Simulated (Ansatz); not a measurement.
Cost and result for the atomization energy of `C[SiH]([SiH3])BO` (14 atoms, 13 bonds).

```tsv
atom	x (Å)	y (Å)	z (Å)
C1	-1.3249	0.0077	-1.4009
Si2	-0.3057	0.5919	0.0694
Si3	1.9685	0.6915	-0.5010
B4	-0.4546	-0.6000	1.6950
O5	-0.9930	-1.8331	1.5472
H6	-1.1781	0.6522	-2.2699
H7	-1.0423	-1.0106	-1.6767
H8	-2.3886	0.0043	-1.1523
H9	-0.6929	1.9860	0.4471
H10	2.4780	-0.6609	-0.8661
H11	2.1962	1.5910	-1.6670
H12	2.7861	1.1943	0.6379
H13	-0.0477	-0.2636	2.7797
H14	-1.0011	-2.3507	2.3578
```

Charge 0, multiplicity 1. The structure was optimised at the PBE0-D4/def2-TZVP level. It is one conformer, not always the lowest. Program: Ansatz. All runs use 4 threads of an Intel Xeon 6975P-C on a shared host. Times are those of one run each, without the atoms' runs, and a repeat can differ threefold. Electronic energies, without spin–orbit coupling; frozen cores. CCSD(T)/CBS adds CCSD(T) − MP2 in def2-TZVPP to the MP2 limit, and its time is that of the two runs behind it. T1 = 0.014. B3LYP takes the VWN-RPA correlation (the form of Gaussian; ORCA's B3LYP/G).

CCSD(T)/CBS is a level of theory with its own doubt, some kJ/mol a heavy atom from the limit and from the frozen cores, so smaller differences don't rank the functionals.

```csv
level,functions,wall time
LDA (SPW92)/def2-TZVPP,303,1 s
revPBE-D4/def2-TZVPP,303,1.4 s
BLYP-D4/def2-TZVPP,303,1.4 s
PBE-D4/def2-TZVPP (with forces),303,1.9 s
PBE0-D4/def2-TZVPP,303,2.2 s
CCSD(T)/def2-SVP,123,2.9 s
B3LYP-D4/def2-TZVPP (with forces),303,3.8 s
PBE-QIDH/def2-TZVPP,303,4.4 s
ωB97X-V/def2-TZVPP,303,5.5 s
ωB97M-V/def2-TZVPP (with forces),303,7.5 s
MP2/def2-QZVPP,581,18 s
CCSD(T)/def2-TZVPP,303,2.8 min
CCSD(T)/CBS(def2),–,3.1 min
```

Problem. What atomization energy does each give, and how far from CCSD(T)/CBS? (An estimate is asked.)

Solution. Ansatz gave: 
```json
{"level": "LDA (SPW92)/def2-TZVPP", "atomization (kJ/mol)": "5419.0", "difference from CCSD(T)/CBS": "581.7", "per bond": "44.7"}
{"level": "revPBE-D4/def2-TZVPP", "atomization (kJ/mol)": "4775.5", "difference from CCSD(T)/CBS": "-61.8", "per bond": "-4.8"}
{"level": "BLYP-D4/def2-TZVPP", "atomization (kJ/mol)": "4807.6", "difference from CCSD(T)/CBS": "-29.7", "per bond": "-2.3"}
{"level": "PBE-D4/def2-TZVPP (with forces)", "atomization (kJ/mol)": "4866.4", "difference from CCSD(T)/CBS": "29.1", "per bond": "2.2"}
{"level": "PBE0-D4/def2-TZVPP", "atomization (kJ/mol)": "4823.1", "difference from CCSD(T)/CBS": "-14.2", "per bond": "-1.1"}
{"level": "CCSD(T)/def2-SVP", "atomization (kJ/mol)": "4578.7", "difference from CCSD(T)/CBS": "-258.6", "per bond": "-19.9"}
{"level": "B3LYP-D4/def2-TZVPP (with forces)", "atomization (kJ/mol)": "4843.0", "difference from CCSD(T)/CBS": "5.7", "per bond": "0.4"}
{"level": "PBE-QIDH/def2-TZVPP", "atomization (kJ/mol)": "4799.2", "difference from CCSD(T)/CBS": "-38.1", "per bond": "-2.9"}
{"level": "ωB97X-V/def2-TZVPP", "atomization (kJ/mol)": "4864.2", "difference from CCSD(T)/CBS": "26.9", "per bond": "2.1"}
{"level": "ωB97M-V/def2-TZVPP (with forces)", "atomization (kJ/mol)": "4848.2", "difference from CCSD(T)/CBS": "10.9", "per bond": "0.8"}
{"level": "MP2/def2-QZVPP", "atomization (kJ/mol)": "4812.5", "difference from CCSD(T)/CBS": "-24.8", "per bond": "-1.9"}
{"level": "CCSD(T)/def2-TZVPP", "atomization (kJ/mol)": "4724.2", "difference from CCSD(T)/CBS": "-113.1", "per bond": "-8.7"}
{"level": "CCSD(T)/CBS(def2)", "atomization (kJ/mol)": "4837.3", "difference from CCSD(T)/CBS": "0.0", "per bond": "0.0"}
```

The D4 term adds +46.8 kJ/mol with B3LYP and +25.1 kJ/mol with PBE0; it sums over pairs of atoms, weighted by their polarisabilities, and B3LYP, whose exchange is more repulsive, gets the larger term. In def2-TZVPP, CCSD(T) changes the Hartree–Fock value by +1051.0 kJ/mol (the triples alone add +52.5 kJ/mol) and MP2 by +1072.3 kJ/mol; breaking electron pairs costs correlation energy, which Hartree–Fock lacks. At CCSD(T), def2-SVP lies −258.5 kJ/mol from the extrapolated value and def2-TZVPP −113.0 kJ/mol: correlation converges slowly with the basis, and small sets miss more of it in the bonded molecule than in its fragments.
